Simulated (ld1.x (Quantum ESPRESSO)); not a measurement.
**Reading a pseudo-wave (tantalum (Ta))**

Columns: radius, all-electron u(r) and pseudo u(r) of the 4f shell (level -31.91 eV) of tantalum in the configuration [Xe] 4f14 5d3 6s1 6p0; PBE, scalar-relativistic, TM scheme, ld1.x (Quantum ESPRESSO) 7.5.

| r (bohr) | all-electron | pseudo |
| --- | --- | --- |
| 0.180 | 0.5612 | 0.2048 |
| 0.360 | 1.2148 | 1.1878 |
| 0.540 | 1.2166 | 1.3454 |
| 0.720 | 0.9929 | 1.0036 |
| 0.900 | 0.7594 | 0.7594 |
| 1.080 | 0.5678 | 0.5678 |
| 1.260 | 0.4211 | 0.4211 |
| 1.440 | 0.3117 | 0.3117 |
| 1.620 | 0.2310 | 0.2310 |
| 1.800 | 0.1716 | 0.1716 |
| 1.980 | 0.1279 | 0.1279 |
| 2.160 | 0.0957 | 0.0957 |
| 2.340 | 0.0718 | 0.0718 |
| 2.520 | 0.0541 | 0.0541 |
| 2.700 | 0.0409 | 0.0409 |
| 2.880 | 0.0309 | 0.0309 |
| 3.060 | 0.0235 | 0.0235 |
| 3.240 | 0.0178 | 0.0178 |
| 3.420 | 0.0136 | 0.0136 |
| 3.600 | 0.0103 | 0.0103 |
| 3.780 | 0.0079 | 0.0079 |
| 3.960 | 0.0060 | 0.0060 |
| 4.140 | 0.0046 | 0.0046 |
| 4.320 | 0.0035 | 0.0035 |
| 4.500 | 0.0027 | 0.0027 |
| 4.680 | 0.0020 | 0.0020 |

(1) How many radial nodes do the two functions have?

(2) At about which radius was the pseudo-wave matched?

(3) Where does each function peak?

(4) Is the pseudo-wave norm-conserving?

Results:

(1) The all-electron 4f function has n − l − 1 = 0; the pseudo-wave has 0.

(2) 0.90 bohr, where the columns begin to agree (steps of 0.18 bohr).

(3) Outermost all-electron maximum near 0.54 bohr, pseudo maximum near 0.54 bohr (to the table’s step).

(4) Yes: the TM scheme keeps the norm inside the radius equal to the all-electron one, which fixes the energy derivative of the logarithmic derivative at the level.
